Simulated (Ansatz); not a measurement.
All numbers were calculated with Ansatz.

A structure relaxed at PBE0-D4/def2-TZVP, charge 0, multiplicity 1:

```xyz
11

C     0.770    0.656    1.326
Ge    0.291    0.009   -0.446
N     0.210   -1.795   -0.296
B    -0.966    1.024   -1.692
O    -1.648    0.804   -0.627
H     0.634    1.736    1.374
H     0.134    0.182    2.076
H     1.813    0.416    1.539
H    -0.036   -2.215    0.587
H    -0.116   -2.344   -1.074
H    -1.087    1.527   -2.767
```

Problem. Give its formula and SMILES.

Solution. CH6BGeNO, `[CH3][Ge]1([NH2])[BH][O]1`.

Problem. Summarise the bond lengths by kind.

Solution. 1 × C–Ge 1.946 Å; 3 × C–H 1.089 to 1.092 Å; 1 × Ge–N 1.812 Å; 1 × B–Ge 2.040 Å; 1 × Ge–O 2.104 Å; 2 × H–N 1.007 to 1.008 Å; 1 × B–O 1.284 Å; 1 × B–H 1.193 Å.
